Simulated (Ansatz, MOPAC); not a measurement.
System: AuH, net charge 0, singlet state. SMILES: [AuH]

Atoms: Au1, H2. Bonds: Au1-H2.

Bond lengths (Å) and angles (degrees) optimised at PM7 with MOPAC; B3LYP/LANL2DZ with Ansatz (a first-principles code); MP2/6-31G* with LANL2DZ past Ar with Ansatz, each started from the B3LYP-D3(BJ)/def2-TZVP structure (Ansatz) of the last column. A row stands for all coordinates that are equal there. 6-31G* holds six Cartesian d functions.

```json
[
 {"coordinate": "Au1-H2", "PM7": "1.658", "B3LYP/LANL2DZ": "1.559", "MP2/6-31G* with LANL2DZ past Ar": "1.586", "B3LYP-D3(BJ)/def2-TZVP": "1.547"}
]
```

Mean signed difference of all 1 bond lengths from B3LYP-D3(BJ)/def2-TZVP: PM7 0.112 Å, B3LYP/LANL2DZ 0.012 Å, MP2/6-31G* with LANL2DZ past Ar 0.039 Å.
